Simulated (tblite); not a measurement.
C6H10F3P.
Geometry (GFN2-xTB, Å), atoms numbered from 1 in this order:
```
atom  x, y, z in Å
C1     2.0185   -0.2936    0.9519
C2     1.8276    0.1113   -0.4751
C3     3.0749    0.4345   -1.2349
P4     0.3584    0.2416   -1.2863
C5    -0.8600   -0.2524    0.0599
C6    -2.2915   -0.1106   -0.4527
C7    -3.2892   -0.5375    0.6033
F8    -4.5592   -0.4073    0.1864
F9    -3.1846    0.1842    1.7311
F10   -3.1393   -1.8225    0.9641
H11    3.0751   -0.4340    1.1686
H12    1.4932   -1.2212    1.1786
H13    1.6312    0.4710    1.6275
H14    3.7311   -0.4363   -1.2725
H15    3.6242    1.2380   -0.7418
H16    2.8447    0.7409   -2.2533
H17   -0.6778   -1.2901    0.3534
H18   -0.7168    0.3840    0.9365
H19   -2.4546   -0.7352   -1.3333
H20   -2.5111    0.9263   -0.7146
```

Calculated harmonic vibrations of the isolated species, GFN2-xTB (tblite), most abundant isotopes, no scaling. Errors from tens to a few hundred cm⁻¹ against measured bands are possible. One conformer, not necessarily the lowest.

Harmonic wavenumbers (cm⁻¹): 30.7, 45.6, 70.7, 90.1, 111.9, 159.7, 183.6, 194.4, 216.7, 324.3, 331.6, 371.1, 373.4, 403.4, 475.0, 503.3, 579.6, 735.0, 746.2, 753.6, 824.6, 893.1, 959.0, 985.1, 994.0, 1014.2, 1042.9, 1055.3, 1074.9, 1162.3, 1187.3, 1206.2, 1224.2, 1246.3, 1313.8, 1324.2, 1395.9, 1403.2, 1434.8, 1445.0, 1469.8, 1477.6, 1478.3, 1486.9, 2946.5, 2961.4, 2974.6, 2976.7, 2992.5, 2993.2, 2995.5, 3002.9, 3029.5, 3034.6.

A = 2826, B = 427.1, C = 400.5 MHz; mass 170.047 u (most abundant isotopes); point group C1, symmetry number 1.

**Question.** What is the zero-point energy?

**Answer.** ½Σν̃ = 32853 cm⁻¹ = 393.01 kJ/mol.

**Question.** Entropy at 350 K, 1 bar (ideal gas, RRHO, classical rotation)?

**Answer.** Translation 176.24, rotation 131.18, vibration 195.33: S = 502.8 J/(mol K).

**Question.** And Cp and H(350 K) − H(0)?

**Answer.** Cp = 208.37 J/(mol K), of which vibrations give 175.11 (their classical limit is 54 R = 449.0); H(350 K) − H(0) = 45.08 kJ/mol without the zero-point energy, 33.44 from vibrations.

**Question.** How do the functions run with temperature in this model?

**Answer.** 
```tsv
T (K)	S (J/(mol K))	Cp (J/(mol K))	H − H(0) (kJ/mol)	G − H(0) (kJ/mol)	ln q(vib)
150	368.1	121.5	12.07	-43.14	5.00
250	440.3	165.0	26.40	-83.68	8.63
298.15	471.2	186.0	34.85	-105.63	10.28
400	531.9	228.8	56.01	-156.76	13.63
600	638.0	294.8	108.80	-274.02	19.80
900	770.4	357.0	207.40	-486.01	28.20
```

q(vib) and H(0) count from the zero-point level.

**Question.** What must be added to the electronic energy to get the Gibbs energy at 350 K and 1 bar?

**Answer.** ZPE + [H(350 K) − H(0)] − T·S = 393.01 + 45.08 − 175.96 = 262.13 kJ/mol.

**Question.** Which modes carry the vibrational entropy at 350 K?

**Answer.** 30.7 cm⁻¹: 25.53; 45.6 cm⁻¹: 22.25; 70.7 cm⁻¹: 18.62; 90.1 cm⁻¹: 16.62; 111.9 cm⁻¹: 14.84; 159.7 cm⁻¹: 11.96 J/(mol K); the other 48 give 85.51 together.

Hindered rotation and anharmonicity are outside this model. Other conformers, if any are populated, would add a mixing term that is left out.
